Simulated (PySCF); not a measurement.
A structure optimised at B3LYP-D3(BJ)/def2-SVP, used in a PySCF frequency run:

```
Si
O 1 1.6656
Si 2 1.6663 1 137.41
N 1 1.7296 2 103.66 3 108.84
H 4 1.0170 1 118.20 2 177.67
N 1 1.7303 2 112.78 3 -7.08
H 6 1.0171 1 118.75 2 -88.42
Si 6 1.7525 7 116.66 1 178.72
Si 4 1.7532 5 116.12 1 175.94
H 1 1.4832 2 107.74 3 -128.00
H 3 1.4869 2 107.89 1 -170.32
H 8 1.4894 6 111.48 7 130.68
H 3 1.4904 11 109.62 2 -120.90
H 9 1.4905 4 111.48 5 127.43
H 9 1.4915 14 107.92 4 -124.65
H 9 1.4917 14 109.05 15 -117.93
H 8 1.4917 12 109.43 6 118.29
H 3 1.4922 11 109.32 13 -119.19
H 8 1.4940 12 107.80 17 117.51
```

**Question.** Write its SMILES and formula.

**Answer.** [SiH3]N[SiH](N[SiH3])O[SiH3], H12N2OSi4

**Question.** What are its rotational constants (standard atomic weights)?

**Answer.** 1.1220, 0.99311, 0.68116 GHz
